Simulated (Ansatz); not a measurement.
`BCB(B)F` + H₂ → `BCBF` + BH₃ at 298.15 K and 1 bar (hydrogenolysis of a B–B bond).

Gas-phase electronic energies from Ansatz, PBE0-D4/def2-TZVP geometries. CCSD(T)/CBS adds triple-zeta CCSD(T) − MP2 to the extrapolated MP2 energy (def2 sets, frozen cores). This one scheme is used for every species. Each species was taken in one conformer, which may not be the lowest.

| species | CCSD(T)/CBS energy (Eh) | H − E (kJ/mol) | S (J/(mol·K)) |
| --- | --- | --- | --- |
| `BCB(B)F` | -215.84147 | 215.8 | 346.0 |
| H₂ | -1.17544 | 35.1 | 130.4 |
| `BCBF` | -190.47993 | 181.5 | 304.9 |
| BH₃ | -26.55200 | 78.7 | 188.3 |

H − E and S are ideal-gas, rigid-rotor, harmonic terms from PBE0-D4/def2-TZVP, for one conformer and one mirror image of each species. The MP2-based limit puts H₂ 0.8 mEh under its directly extrapolated value; such offsets cancel only in part. 1 Eh = 2625.50 kJ/mol, R = 8.31446 J/(mol·K).

Q: By hand: ΔE, ΔH, ΔS and ΔG.

A: ΔE = (-190.47993) + (-26.55200) − (-215.84147) − (-1.17544) = -0.01502 Eh = -39.4 kJ/mol. Δ(H − E) = 181.5 + 78.7 − 215.8 − 35.1 = 9.3, so ΔH = -30.1 kJ/mol. ΔS = 304.9 + 188.3 − 346.0 − 130.4 = 16.8 J/(mol·K). ΔG = -30.1 − 298.15 × (16.8)/1000 = -35.1 kJ/mol.

Q: By hand: the equilibrium constant, and the temperature at which ΔG would vanish if ΔH and ΔS stayed fixed.

A: log₁₀ K = −ΔG/(RT ln 10) = 6.1. ΔH and −TΔS have one sign here, so there is no such temperature.

ΔH outweighs TΔS. A doubt of 5 kJ/mol in ΔE shifts log₁₀ K by 0.9 here. Other conformers and mirror images would add mixing entropy, several J/(mol·K) or more a flexible species. Modes under 60 cm⁻¹, often nearly free rotors, make the harmonic entropy too high. These are equilibria of isolated gas molecules and say nothing of rates. Largest T1 diagnostic: 0.013 (customary marks: 0.02 for closed shells, 0.045 for open ones).
